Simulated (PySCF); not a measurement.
Assignment exercise: C$_{4}$H$_{11}$NO$_{3}$Si

Molfile (atoms numbered from 1):
```
C4H11NO3Si
     RDKit          3D

 20 19  0  0  0  0  0  0  0  0999 V2000
    2.2212    1.4655   -0.4679 C   0  0  0  0  0  0  0  0  0  0  0  0
    2.0859    0.1702    0.1579 N   0  0  0  0  0  0  0  0  0  0  0  0
    1.1224   -1.0957   -0.5055 Si  0  0  1  0  0  4  0  0  0  0  0  0
    1.3164   -2.3373    0.5180 O   0  0  0  0  0  0  0  0  0  0  0  0
   -0.4024   -0.5356   -0.6997 O   0  0  0  0  0  0  0  0  0  0  0  0
   -1.2217    0.0924    0.2288 C   0  0  1  0  0  0  0  0  0  0  0  0
   -2.4040    0.7501   -0.4897 C   0  0  0  0  0  0  0  0  0  0  0  0
   -1.7198   -0.8493    1.2988 C   0  0  0  0  0  0  0  0  0  0  0  0
   -1.3328   -1.9690    1.4852 O   0  0  0  0  0  0  0  0  0  0  0  0
    1.2840    1.7134   -0.9617 H   0  0  0  0  0  0  0  0  0  0  0  0
    2.4363    2.2260    0.2871 H   0  0  0  0  0  0  0  0  0  0  0  0
    3.0167    1.4910   -1.2201 H   0  0  0  0  0  0  0  0  0  0  0  0
    2.9383   -0.1110    0.6191 H   0  0  0  0  0  0  0  0  0  0  0  0
    1.3399   -1.5126   -1.8821 H   0  0  0  0  0  0  0  0  0  0  0  0
    0.5209   -2.6776    0.9325 H   0  0  0  0  0  0  0  0  0  0  0  0
   -0.6520    0.8684    0.7716 H   0  0  0  0  0  0  0  0  0  0  0  0
   -2.9857   -0.0107   -1.0038 H   0  0  0  0  0  0  0  0  0  0  0  0
   -2.0283    1.4521   -1.2287 H   0  0  0  0  0  0  0  0  0  0  0  0
   -3.0386    1.2778    0.2171 H   0  0  0  0  0  0  0  0  0  0  0  0
   -2.5020   -0.3976    1.9398 H   0  0  0  0  0  0  0  0  0  0  0  0
  1  2  1  0
  2  3  1  0
  3  4  1  0
  3  5  1  0
  5  6  1  0
  6  7  1  0
  6  8  1  0
  8  9  2  0
  1 10  1  0
  1 11  1  0
  1 12  1  0
  2 13  1  0
  3 14  1  6
  4 15  1  0
  6 16  1  1
  7 17  1  0
  7 18  1  0
  7 19  1  0
  8 20  1  0
M  END
```

PySCF calculation with coordinates at the GFN2-xTB level and σ from GIAO-PBE0/pcSseg-1; one conformer, in vacuum, no relativistic terms, averaged over atoms made equivalent by symmetry, fast rotation or ring inversion.

Referencing at the same level of theory: TMS for ¹³C (σ = 186.93 ppm) and ¹H (σ = 31.72 ppm).

Q: Assign these signals to the numbered atoms. ¹³C{¹H} NMR (computed): δ 212.3 (CH), 78.0 (CH), 29.2 (CH3), 19.0 (CH3).

A: 
```tsv
δ (ppm)	atoms	environment	reason
212.3	C8	aldehyde carbonyl carbon	low-lying n→π* states of the double bond to the heteroatom give a large paramagnetic term (-277 ppm)
78.0	C6	sp3 CH bonded to O, α to a carbonyl	pulled downfield by the heteroatom
29.2	C1	methyl carbon bonded to N	the inductive effect lowers its shielding
19.0	C7	methyl carbon	a saturated carbon with 1 carbon neighbour and no heteroatom attached
```

Q: Assign these signals to the numbered atoms. ¹H NMR (400 MHz, computed): δ 9.82 (d, 1H), 4.71 (m, 1H), 4.65 (s, 1H), 3.98 (br s, 1H), 2.70 (s, 3H), 1.56 (d, 3H), 0.39 (br s, 1H).

A: 
| δ (ppm) | atoms | environment | reason |
| --- | --- | --- | --- |
| 9.82 | H20 | hydrogen on an aldehyde carbonyl carbon | the formyl region, downfield of aromatic protons |
| 4.71 | H16 | hydrogen on an sp3 CH bonded to O, α to a carbonyl | its carbon carries O, an electronegative neighbour |
| 4.65 | H14 | hydrogen on a silicon bonded to N, 2 O | – |
| 3.98 | H15 | hydrogen on an oxygen bonded to Si | exchangeable, gas-phase position |
| 2.70 | H10/H11/H12 | hydrogen on a methyl carbon bonded to N | its carbon carries N, an electronegative neighbour |
| 1.56 | H17/H18/H19 | hydrogen on a methyl carbon | – |
| 0.39 | H13 | hydrogen on a nitrogen bonded to C, Si | labile proton, position sensitive to the medium |

H16 and H14 lie closer than the usual error of such a calculation, so a measured spectrum could show them in the other order.

OH/NH shifts are gas-phase values; hydrogen bonding in solution moves them, usually downfield. Shifts are as computed. Against solution values, carbons near 30 ppm lie about +3 ppm off and those near 130 ppm about +5 ppm. Of 1309 compounds with measured shifts, 239 miss one by over three times the rms of a fit or turn the order of signals round; such compounds aren't used in these exercises. Multiplicities follow the n + 1 count of equivalent neighbours, as no J values were calculated; m marks all less simple cases, F and P coupling included.
